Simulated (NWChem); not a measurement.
Species: CH5FO2Si; SMILES FC[SiH](O)O

```xyz
10

O      1.5066    -0.8187    -0.3147
Si     0.0209    -0.4531     0.3309
O     -1.0581    -1.6123    -0.1480
C     -0.6822     1.1529    -0.3555
F      0.1083     2.2037     0.0826
H      2.2816    -0.5377     0.1788
H      0.1601    -0.3477     1.8153
H     -0.7895    -2.5309    -0.0558
H     -0.6920     1.1411    -1.4600
H     -1.7218     1.3171    -0.0199
```
Atoms are numbered in this order, from 1.

Results from NWChem. All runs use the structure optimised with PBE0/def2-SVP.

For level PBE0/def2-TZVP:

| Quantity | Value |
|---|---|
| highest occupied level (eV) | -8.26 |
| orbital gap (eV) | 8.70 |

What are these values for level TPSSh/def2-TZVP?


- highest occupied level (eV) = -7.48
- orbital gap (eV) = 7.59
